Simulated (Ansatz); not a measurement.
Frontier orbitals of C$_{9}$H$_{17}$GeNSi, SMILES `C[Si](C)(C)[N]([GeH3])c1ccccc1`.

The species carries charge 0 and has multiplicity 1. Correlated methods freeze the filled d shell of Ge. Scalar relativity is left out up to krypton. Geometry: relaxed with PBE0-D4/def2-TZVP. It is one conformer, not always the lowest. Basis def2-TZVPP, Ansatz.

```
functional  HOMO (eV)  LUMO (eV)  gap (eV)
       PBE      -5.05      -1.09      3.96
      BLYP      -4.90      -0.93      3.97
    B97M-V      -5.30      -0.88      4.42
      PBE0      -6.09      -0.20      5.89
     B3LYP      -5.89      -0.39      5.50
     BHLYP      -6.97       0.81      7.78
   LC-ωPBE      -8.53       1.89     10.42
   ωB97M-V      -8.17       1.74      9.91
```

A quarter of exact exchange (PBE0) shifts PBE's HOMO by −1.04 eV and its LUMO by +0.89 eV; full exchange at long range (ωB97M-V) shifts them by −3.11 and +2.83 eV. The gap opens from 3.96 to 9.91 eV, since occupied levels lose self-interaction and empty ones feel all the electrons. A positive LUMO is unbound and depends on the basis.

B3LYP here is the variant with VWN-RPA as its local correlation; programs differ in this. LC-ωPBE has ω = 0.4 bohr⁻¹.
